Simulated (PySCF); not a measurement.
Predicted spectroscopic data

Theory: coordinates at the GFN2-xTB level, shielding tensors at PBE0/pcSseg-1 (GIAO), in PySCF 2.14.0 with density-fitted response routines (fast rotation and ring inversion assumed for equivalent nuclei, non-relativistic, no solvent, one computed conformer).

Scale: 1H and 13C vs TMS (reference shieldings calculated alike). Splittings of carbon signals by F and P are missing where no couplings were computed. Where no couplings were computed, multiplicities follow the n + 1 count of equivalent neighbours, and m marks all less simple cases (inequivalent or close neighbours, rings, F or P nearby). Shifts are as computed. Against solution values, carbons near 30 ppm lie about +3 ppm off and those near 130 ppm about +5 ppm. Of 1309 compounds with measured shifts, 239 miss one by over three times the rms of a fit or turn the order of signals round; such compounds aren't used in these exercises.

**1.** `FC(F)(F)[C@@H]1CC[Si@@H]1Cl`, C4H6ClF3Si. 1H NMR (600 MHz, computed): δ 5.65 (m, 1H), 2.62 (m, 1H), 2.33 (m, 1H), 2.18 (m, 1H), 2.08 (m, 1H), 1.84 (m, 1H). 13C{1H} NMR (computed): δ 138.2, 45.1, 25.0, 18.3.

**2.** `InChI=1S/C5H9FO2Si2/c1-3-5(6)9-10(3)8-4(2)7/h10H,9H2,1-2H3/t10-/m0/s1`. 1H NMR (600 MHz, computed): δ 5.54 (m, 1H), 4.81 (m, 1H), 4.78 (m, 1H), 2.20 (s, 3H), 2.09 (s, 3H). 13C{1H} NMR (computed): δ 183.8 (C), 180.0 (C), 157.2 (C), 23.4 (CH3), 15.8 (CH3).
